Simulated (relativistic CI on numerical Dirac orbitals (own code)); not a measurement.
## Ho⁴⁸⁺: sensitivity of the levels to the model

Base calculation: Dirac-Coulomb-Breit CI, separate exchange-only KLI orbitals for each configuration, a model potential for QED, unscaled Slater integrals.

CI space (outside the closed core [Ne]): 3s2 3p6 3d, 3s2 3p5 3d2, 3s 3p6 3d2, 3s2 3p6 4s, 3s2 3p6 4p, 3s2 3p6 4d, 3s2 3p5 3d 4s, 3s2 3p6 4f, 3s2 3p5 3d 4p, 3s2 3p5 3d 4d, 3s 3p6 3d 4s, 3p6 3d2 4p, 3s2 3p5 3d 4f, 3s 3p6 3d 4p, 3s 3p6 3d 4d, 3s2 3p6 5s, 3s 3p6 3d 4f, 3s2 3p6 5p, 3s2 3p6 5d, 3s2 3p6 5f, 3s2 3p6 5g, 3p6 3d3, 3p5 3d4, 3p5 3d3 4s, 3p6 3d2 4s, 3p5 3d2 4s2, 3p6 3d2 4d, 3p5 3d3 4d, 3p5 3d2 4s 4d. Double excitations out of closed p, d and f shells are left out; levels of such configurations are missing from the list, as are those of other unlisted configurations, and high levels can miss mixing partners. These lack a partner that the ground configuration has and come out too high: 3s2 3p5 3d 4p, 3s2 3p5 3d 4f.

Variants: (1) configuration mixing switched off; (2) one mean potential for all configurations. Shifts of the energy above 3s2 3p6 3d 2D_3/2, in eV, for the lowest level and the first level of each name with at least 55 % of one term (blank where a level changes its place among those of its configuration and J or its character, or is not in the variant):

```
               Level     Base    Δ(1)    Δ(2)
   3s2 3p6 3d 2D_3/2    0.000   0.000   0.000
   3s2 3p6 3d 2D_5/2   48.305  +0.027  +0.007
 3s2 3p5 3d2 4D°_1/2  222.295  -0.951  -0.086
 3s2 3p5 3d2 4G°_9/2  269.575  -0.797  -0.086
3s2 3p5 3d2 2H°_11/2  279.003  -0.757  -0.086
 3s2 3p5 3d2 2G°_9/2  294.490  -0.904  -0.086
 3s2 3p5 3d2 2F°_5/2  317.965  -0.578  -0.087
3s2 3p5 3d2 4G°_11/2  318.935  -0.755  -0.087
 3s2 3p5 3d2 2P°_1/2  324.144  -0.859  -0.091
   3s 3p6 3d2 4F_3/2  627.585  -0.624  +0.085
   3s 3p6 3d2 4P_1/2  652.832  -0.558  +0.085
   3s 3p6 3d2 4F_7/2  673.485  -0.624  +0.072
   3s 3p6 3d2 4P_3/2  683.782  -0.611  +0.074
   3s 3p6 3d2 2F_5/2  691.764  -0.712  +0.070
   3s 3p6 3d2 2G_7/2  696.886  -0.634  +0.071
   3s 3p6 3d2 2P_1/2  704.185  -0.187  +0.073
```

At this charge energies of transitions that change n are usually good to better than 1 %, and those within a shell (Δn = 0) to a few per cent.

Ionisation energy from the two ground configurations alone: base 4130.61 eV. The NIST ASD value (theoretical) is 4131 eV.

LS names give the leading component of a level, which can be under half, so a name can repeat, a term be missing and a line seem to break the LS rules.
